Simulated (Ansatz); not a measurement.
Basis sets compared for `FC(F)(F)[Si]12O[Si]3(F)O[Si]4(F)O[Si](F)(O3)O[Si](F)(O[Si](F)(O4)O1)O2`. Charge 0, multiplicity 1. Geometry r2SCAN-D4/def2-SVP. Ansatz on 8 threads of Arm Neoverse V1 on a shared host; times are rough, and most runs start from earlier orbitals.

Cartesian coordinates in Å:
```
F 3.701 -2.050 -0.588
C 2.533 -2.544 -0.144
F 2.157 -3.530 -0.981
F 2.748 -3.092 1.065
Si 1.200 -1.192 -0.059
O 1.705 -0.016 0.973
Si 1.057 1.400 1.493
F 2.065 2.090 2.509
O -0.396 1.111 2.213
Si -1.921 1.162 1.591
F -2.954 1.691 2.677
O -1.873 2.173 0.290
Si -0.611 2.595 -0.682
F -0.745 4.107 -1.154
O 0.764 2.380 0.201
O -0.581 1.624 -2.002
Si -0.468 0.007 -2.235
F -0.503 -0.298 -3.794
O -1.706 -0.758 -1.462
Si -1.780 -1.429 0.041
F -2.713 -2.715 0.038
O -2.375 -0.337 1.109
O -0.235 -1.828 0.461
O 0.931 -0.552 -1.561
```

Single mean-field runs in def2-TZVP are fitted with def2-universal-jkfit.

Binding counts from free atoms (F doublet, C triplet, Si triplet, O triplet) in the same basis, without a counterpoise term.

```
                        level  functions  energy (Eh)  HOMO (eV)  LUMO (eV)  binding per atom (eV)  wall time
PBE-D4/def2-SVP (with forces)        360   -3248.0165      -8.54      -1.62                   5.64       12 s
             PBE0-D4/def2-SVP        360   -3248.1718     -10.42      -0.79                   5.42       18 s
```

**Question.** Estimate the rows for PBE-D4/def2-TZVP, PBE0-D4/def2-TZVP.

**Answer.** 
```json
{"level": "PBE-D4/def2-TZVP", "functions": "780", "energy (Eh)": "-3250.5969", "HOMO (eV)": "-8.75", "LUMO (eV)": "-1.86", "binding per atom (eV)": "5.70", "wall time": "29 s"}
{"level": "PBE0-D4/def2-TZVP", "functions": "780", "energy (Eh)": "-3250.7507", "HOMO (eV)": "-10.49", "LUMO (eV)": "-0.94", "binding per atom (eV)": "5.52", "wall time": "82 s"}
```
